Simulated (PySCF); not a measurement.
A calculated (wB97X-V, PySCF 2.14, x2c-TZVPPall, the spin-free X2C one-electron Hamiltonian (Gaussian nucleus)) atom or ion has these occupied shells.

| shell | electrons | orbital energy (eV) | rms radius, mean of both spins (bohr) |
| --- | --- | --- | --- |
| 1s α | 1 | -25356.0 | 0.0357 |
| 1s β | 1 | -25356.0 | 0.0357 |
| 2s α | 1 | -3757.6 | 0.146 |
| 2s β | 1 | -3757.4 | 0.146 |
| 2p α | 3 | -3371.5 | 0.130 |
| 2p β | 3 | -3371.4 | 0.130 |
| 3s α | 1 | -703.19 | 0.394 |
| 3s β | 1 | -703.05 | 0.394 |
| 3p α | 3 | -575.76 | 0.395 |
| 3p β | 3 | -575.60 | 0.395 |
| 3d α | 5 | -374.32 | 0.377 |
| 3d β | 5 | -374.08 | 0.377 |
| 4s α | 1 | -108.59 | 0.970 |
| 4s β | 1 | -107.56 | 0.970 |
| 4p α | 3 | -71.164 | 1.07 |
| 4p β | 3 | -70.019 | 1.07 |
| 4d α | 5 | -17.245 | 1.47 |
| 4d β | 4 | -16.358 | 1.47 |
| 5s α | 1 | -10.099 | 3.13 |
| 5p α | 1 | -5.018 | 4.33 |

Question: Name the element and its charge.

Answer: Ag (silver, neutral), in [Kr] 4d9 5s1 5p1, one real determinant (an excited configuration).
